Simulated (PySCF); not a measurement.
SnH3, SMILES [SnH3+], charge +1. Atoms are numbered in the order given.

```xyz
4

Sn     0.0000     0.0000     0.0000
H      1.6863     0.0000     0.0000
H     -0.8431     1.4604     0.0000
H     -0.8431    -1.4604     0.0000
```
Charge +1, spin multiplicity 1.

Geometry optimised at PBE0-D3(BJ)/def2-TZVPD. The spin state was assumed, not searched. The isomer is the one that the SMILES or the coordinates give; other isomers of the formula were not compared. The def2 effective core potentials stand for the cores of Sn; spin–orbit coupling is left out.

These are TDA-B3LYP/def2-TZVPD (PySCF) values and carry that method's errors.

Vertical excitations; the highest root listed may be one member of a degenerate set. The molecule is in vacuum. State labels are in the subgroup C2v.

```
state  symmetry  energy (eV)  λ (nm)      f                                                                    main pairs
-----  --------  -----------  ------  -----  ----------------------------------------------------------------------------
S1           A2         4.96     250  0.000                                                  HOMO−1→LUMO (degenerate set)
S2           B2         4.96     250  0.000                                                    HOMO→LUMO (degenerate set)
S3           A1         8.73     142  0.149                                                  HOMO→LUMO+1 (degenerate set)
S4           B1         8.73     142  0.149                                                HOMO−1→LUMO+1 (degenerate set)
S5           B1         9.65     129  0.000                                          HOMO→LUMO+3 50 %, HOMO−1→LUMO+2 50 %
S6           A1        10.24     121  0.000                                          HOMO−1→LUMO+3 48 %, HOMO→LUMO+2 48 %
S7           B2        10.81     115  0.078                                                              HOMO−2→LUMO 77 %
S8           B1        10.92     114  0.682                    HOMO−1→LUMO+4, HOMO−1→LUMO+2, HOMO→LUMO+3 (degenerate set)
S9           A1        10.92     114  0.682                      HOMO→LUMO+4, HOMO→LUMO+2, HOMO−1→LUMO+3 (degenerate set)
S10          B1        11.48     108  0.922  HOMO−1→LUMO+4 29 %, HOMO−1→LUMO+2 26 %, HOMO→LUMO+3 26 %, HOMO−1→LUMO+1 11 %
T1           A2         4.45     279      0                                                  HOMO−1→LUMO (degenerate set)
T2           B2         4.45     279      0                                                    HOMO→LUMO (degenerate set)
T3           B1         6.49     191      0                                                HOMO−1→LUMO+1 (degenerate set)
T4           A1         6.49     191      0                                                  HOMO→LUMO+1 (degenerate set)
```
Triplets are in the Tamm–Dancoff approximation.
